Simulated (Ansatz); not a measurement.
`C[O][SnH2][SH]` + HCl → `[SH][SnH2][Cl]` + CH₃OH  (ligand exchange at the Sn–O bond)

Gas-phase electronic energies from Ansatz, PBE0-D4/def2-TZVP geometries. CCSD(T)/CBS adds triple-zeta CCSD(T) − MP2 to the extrapolated MP2 energy (def2 sets, frozen cores). This one scheme is used for every species. DFT in def2-TZVPP. HSE06 is defined as in plane-wave codes. def2 core potentials past Kr. For Sn outer-core shells are correlated without core-valence functions, which leaves a few kJ/mol of doubt a bond. Each species was taken in one conformer, which may not be the lowest.

CCSD(T)/CBS gives -16.4 kcal/mol.

(1) Another level gave -18.6 kcal/mol. Which?
A. SCS-MP2/def2-TZVPP
B. ωB97X-V/def2-TZVPP
C. HSE06-D4/def2-TZVPP
D. RPA@PBE/def2-TZVPP

Largest T1 diagnostic among the species: 0.013.

Results:

(1) C. HSE06-D4 -18.6, SCS-MP2/def2-TZVPP -16.1, ωB97X-V -17.1, RPA@PBE/def2-TZVPP -14.6 kcal/mol.

Leaving LDA and LC-ωPBE aside and taking each functional with its dispersion term where it has one, the values, not all of them listed here, spread over 3.0 kcal/mol, from BHLYP-D4 to BLYP-D4. LDA lies +1.3 kcal/mol from PBE without D4. From PBE to PBE0 (25 % exact exchange), in def2-TZVPP and without D4, ΔE moves by −1.5 kcal/mol. In def2-TZVPP, CCSD(T) changes the Hartree–Fock value by +5.3 kcal/mol (the triples alone add +0.8 kcal/mol) and MP2 by +4.9 kcal/mol.

CCSD(T)/CBS has its own doubt, a few kJ/mol and more with outer-core shells, so smaller differences from it don't rank the levels.
